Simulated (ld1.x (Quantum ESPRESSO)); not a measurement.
Plane-wave convergence, TM potential for Cu

* Element: copper (Cu)
* Generator: ld1.x (Quantum ESPRESSO) 7.5
* Type: norm-conserving Troullier–Martins (Kleinman–Bylander form)
* Functional: PBE
* Relativity: scalar-relativistic
* Frozen core: [Ne]
* Valence charge: 19
* Reference configuration: 3s2 3p6 3d10 4s1 4p0
* Partial waves: 3p (bound): rc 0.90 bohr; 3d (bound): rc 0.95 bohr; 3s (bound): rc 0.80 bohr
* Local potential: the s channel
* Core correction: none

Occupied shells without a wave of their own: 4s. They enter only through the test configuration that unscreens the potential.

The pseudo-atom Hamiltonian at the reference potential is diagonalised in spherical Bessel functions j_l(qr) that vanish at 20 bohr, with q² up to the cutoff. All-electron valence levels (Ry): 3p -5.3024, 4p -0.0512, 3d -0.3703, 3s -8.4305, 4s -0.3388.

How do the lowest levels (Ry) of each channel move with the cutoff, and are there ghosts?

| cutoff (Ry) | p #1 | p #2 | d #1 | s #1 | s #2 | f #1 | f #2 | Σ f·Δε (mRy) |
| --- | --- | --- | --- | --- | --- | --- | --- | --- |
| 8 | -1.1676 | 0.0047 | 0.0630 | -6.5472 | -0.2212 | 0.1122 | 0.2398 | 33032.5 |
| 25 | -3.9738 | -0.0307 | 0.0628 | -7.6237 | -0.3078 | 0.1122 | 0.2398 | 13953.3 |
| 50 | -5.1623 | -0.0484 | 0.0625 | -8.0155 | -0.3215 | 0.1122 | 0.2398 | 6021.8 |
| 100 | -5.2989 | -0.0515 | 0.0515 | -8.3944 | -0.3433 | 0.1122 | 0.2398 | 4313.1 |
| 180 | -5.3024 | -0.0516 | -0.3511 | -8.4162 | -0.3444 | 0.1122 | 0.2398 | 221.1 |
| 400 | -5.3025 | -0.0516 | -0.3702 | -8.4305 | -0.3452 | 0.1122 | 0.2398 | 0.0 |

Result: no extra level below or beside the all-electron valence levels (p, d, s, f tested); 10 mRy is reached at 260 Ry and 1 mRy at over 300 Ry.
